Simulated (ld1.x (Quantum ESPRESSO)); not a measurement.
# selenium: PAW pseudisation with LDA (PZ), scalar-relativistic reference atom.

ld1.x (Quantum ESPRESSO) 7.5 input, shortened:

```
&input
   title='Se', zed=34., rel=1, dft='PZ', iswitch=3,
   config='[Ar] 3d10 4s1.75 4p4.25'
 /
 &inputp
   pseudotype=3, lpaw=.true., tm=.true., lloc=-1, rcloc=0.90,
   nlcc=.true., new_core_ps=.true., rcore=0.80,
   which_augfun='BESSEL', rmatch_augfun=0.95
 /
6
4S  1  0   1.75   0.00  1.55  1.85  0.0
4S  1  0   0.00  -0.55  1.55  1.85  0.0
4P  2  1   4.25   0.00  1.25  1.45  0.0
4P  2  1   0.00   0.25  1.25  1.45  0.0
3D  3  2  10.00   0.00  0.90  1.00  0.0
3D  3  2   0.00  -1.50  0.90  1.00  0.0
 &test
   configts(1)='3d10 4s1.75 4p4.25'
 /
```

All-electron outer shells of the reference configuration (LDA (PZ), scalar-relativistic, ld1.x):

| shell | level (eV) | outermost node (bohr) | outermost maximum (bohr) |
| --- | --- | --- | --- |
| 3s | -213.08 | 0.24 | 0.50 |
| 3p | -153.11 | 0.21 | 0.50 |
| 3d | -53.79 | – | 0.45 |
| 4s | -17.70 | 0.70 | 1.51 |
| 4p | -6.82 | 0.74 | 1.80 |

Calculated quality:

| Quantity | Value |
| --- | --- |
| Cutoffs needed | 160 Ry and 260 Ry (the cutoffs (Ry, on a coarse ladder) from which the occupation-weighted sum of valence levels, in a spherical-Bessel basis at the reference potential, stays within 10 and 1 mRy of its value at 400 Ry) |
| Ghost test | ghost states, extra bound levels that the all-electron valence spectrum of the same l lacks: s at -424.2 eV, p at -37.6 eV; a true bound ghost makes a file unfit for plane-wave use (spherical-Bessel basis up to 400 Ry, 20 bohr box) |
| Largest excitation error | -426 meV (all-electron minus pseudo) for 3d9 4s2 4p5, out of 7 test configurations |
| Lowest eigenvalue of the overlap operator | 0.10 (s channel) |

Generation and tests took about 1.7 s on one core of a shared server CPU.
